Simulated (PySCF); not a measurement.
# Frontier levels across methods

Species: C3H5F3Si.
Geometry (PBE0-D3(BJ)/def2-SVP, Å), atoms numbered from 1 in this order:
```xyz
12
C3H5F3Si angstrom
F     -2.096   -1.285   -0.270
C     -1.517   -0.075   -0.160
F     -1.617    0.326    1.131
C     -0.065   -0.139   -0.543
F      0.047   -0.415   -1.877
C      0.845    0.973   -0.041
Si     1.271   -0.709    0.657
H     -2.076    0.635   -0.797
H      1.509    1.376   -0.814
H      0.386    1.742    0.590
H      0.921   -1.046    2.055
H      2.433   -1.409    0.064
```

Basis pcSseg-1 throughout (PySCF), one geometry. The structure is a single PBE0-D3(BJ)/def2-SVP conformer in the gas phase; no vibrational or solvent corrections.

**Question.** How do the orbital energies, the gap and the dipole change with the method?

**Answer.** 
```csv
method,kind,HOMO (eV),LUMO (eV),gap (eV),μ (D),SCF cycles
OPBE,GGA,-6.13,-0.81,5.32,1.75,14
KT3,GGA,-6.25,-0.97,5.28,1.78,15
LDA,LDA,-6.34,-1.15,5.18,1.87,14
PBE0,global hybrid,-7.42,-0.15,7.26,1.95,12
mPW1PW91,global hybrid,-7.45,-0.15,7.30,1.98,12
LC-wPBE,range-separated hybrid,-10.04,1.99,12.04,2.00,15
HF,Hartree–Fock,-10.22,2.93,13.15,2.30,11
```

The HOMO spans 4.09 eV, from OPBE down to HF, and the gap runs from 5.18 eV (LDA) to 13.15 eV (HF). Over the methods OPBE (0 %), KT3 (0 %), LDA (0 %), PBE0 (25 %), mPW1PW91 (25 %), HF (100 %), a straight line through the gap against the share of exact exchange rises by 0.79 eV for each 10 % (correlation coefficient 1.000). The dipole ranges from 1.75 D (OPBE) to 2.30 D (HF). This basis has no diffuse functions.
